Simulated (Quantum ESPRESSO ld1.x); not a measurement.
Input file for ld1.x (Quantum ESPRESSO 7.5):

```
 &input
    zed=82.0,
    iswitch=1,
    rel=2,
    dft='PBE',
    config='[He] 2s2 2p5',
    rel_dist='energy',
    lsmall=.true.,
    prefix='ld1',
    max_out_wfc=37,
    file_charge='ld1.rho',
 /
```

Command: `OMP_NUM_THREADS=1 ld1.x < ld1.in > ld1.out`

Output (excerpt):

```
     Program LD1 v.7.5 starts

     --------------------------- All-electron run ----------------------------

     dirac relativistic calculation

     atomic number is 82.00
     dft =PBE   lsd =0 sic =0 latt =0  beta=0.20 tr2=1.0E-14
     Exchange-correlation= PBE
                           (   1   4   3   4   0   0   0)
     mesh =2127 r(mesh) =  99.61181 a.u. xmin = -8.00 dx = 0.00800
     1 Ry =  13.60569312 eV, c = 137.03599908

     n l j   nl                  e(Ry)          e(Ha)          e(eV)
     Spin orbit split results
     1 0 0.5 1S 1( 2.00)     -7014.7735     -3507.3867    -95440.8553
     2 0 0.5 2S 1( 2.00)     -1661.0893      -830.5447    -22600.2717
     2 1 0.5 2P 1( 2.00)     -1625.8069      -812.9035    -22120.2302
     2 1 1.5 2P 1( 3.00)     -1457.1289      -728.5645    -19825.2491
     Averaged results
     1 0     1S 1( 2.00)     -7014.7735     -3507.3867    -95440.8553
     2 0     2S 1( 2.00)     -1661.0893      -830.5447    -22600.2717
     2 1     2P 1( 5.00)     -1513.3549      -756.6775    -20590.2428

     final scf error:  5.5E-15 reached in  15 iterations

     Etot =  -26452.609398 Ry,  -13226.304699 Ha, -359906.085778 eV

     Ekin =   32386.013053 Ry,   16193.006526 Ha,  440634.155074 eV
     Encl =  -60111.105934 Ry,  -30055.552967 Ha, -817853.260627 eV
     Eh   =    1561.146519 Ry,     780.573260 Ha,   21240.480459 eV
     Exc  =    -288.663036 Ry,    -144.331518 Ha,   -3927.460683 eV
```

Run on one thread of a shared host, so times are rough (Intel(R) Xeon(R) Processor @ 2.60GHz): 0.52 s of CPU time, 0.56 s wall, 15 iterations on 2127 mesh points.
